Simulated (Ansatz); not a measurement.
`[CH3][Sn][Br]`, relaxed with RKS PBE-D4/def2-SVP in the Gaussian-basis code of Ansatz from a rough embedded geometry. The force threshold is 0.03 eV/Å; the program also tests the step.

The species carries charge 0 and has multiplicity 1. Sn takes the def2 core potential.

Start:

```xyz
6

C     0.043    0.128   -0.710
Sn   -0.155    0.879    1.239
Br   -0.173   -1.074    2.799
H    -0.752   -0.534   -0.968
H     0.988   -0.423   -0.877
H     0.051    1.024   -1.482
```

By how much does the energy fall, and how many steps does the optimiser take? (Estimate.)

The calculation gave: 7.57 kcal/mol, in 5 steps.

Which bonds change most? (An estimate is asked.)

Ansatz gave: C1–Sn2 from 2.098 to 2.221 Å; Sn2–Br3 from 2.500 to 2.575 Å; C1–H6 from 1.183 to 1.109 Å; C1–H4 from 1.067 to 1.110 Å.

Give the relaxed structure. (An estimate is asked.)

The calculation gave: 
```xyz
6

C     0.048    0.153   -0.710
Sn   -0.161    1.087    1.294
Br   -0.146   -1.162    2.549
H    -0.787   -0.559   -0.873
H     0.991   -0.432   -0.742
H     0.055    0.912   -1.518
```
